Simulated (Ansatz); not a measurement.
System: CH$_{5}$AlO$_{2}$ (charge 0, singlet). 
Geometry from a B3LYP-D3(BJ)/def2-TZVP (Ansatz, a quantum-chemistry and plane-wave program) optimisation:
```xyz
9

Al     0.0360     0.0341     0.0018
C     -1.4368    -1.2196    -0.1085
H     -1.1266    -2.1422    -0.6057
H     -2.2794    -0.8034    -0.6623
H     -1.7868    -1.5010     0.8875
O     -0.0899     1.5286    -0.8023
H      0.5753     2.2168    -0.8164
O      1.4113    -0.4060     0.9020
H      2.1984     0.1240     1.0268
```
Charge 0, spin multiplicity 1.

Wanted: vertical ionisation energy (to the doublet state of charge +1; each state is the SCF solution reached for its spin), in eV. Cores are frozen in the correlated levels unless marked. Open shells are spin-unrestricted. No spin-orbit coupling. No relativistic terms. CBS(X,Y): correlation extrapolated as X^-3; Hartree-Fock from the larger set. The bracket is a focal-point correction in the basis named.

```json
[
 {"level": "B3LYP/def2-TZVPD", "program": "Ansatz", "vertical ionisation energy (eV)": "10.86"},
 {"level": "PBE0/def2-TZVPD", "program": "Ansatz", "vertical ionisation energy (eV)": "10.89"},
 {"level": "CAM-B3LYP/def2-TZVPD", "program": "Ansatz", "vertical ionisation energy (eV)": "11.18"},
 {"level": "wB97X-V/def2-TZVPD", "program": "Ansatz", "vertical ionisation energy (eV)": "11.18"}
]
```

Problem. What does RI-MP2/CBS(aug-cc-pV(T+d)Z,aug-cc-pV(Q+d)Z)+[CCSD(T)-MP2]/aug-cc-pV(T+d)Z (Ansatz) give?

Solution. 11.27 eV
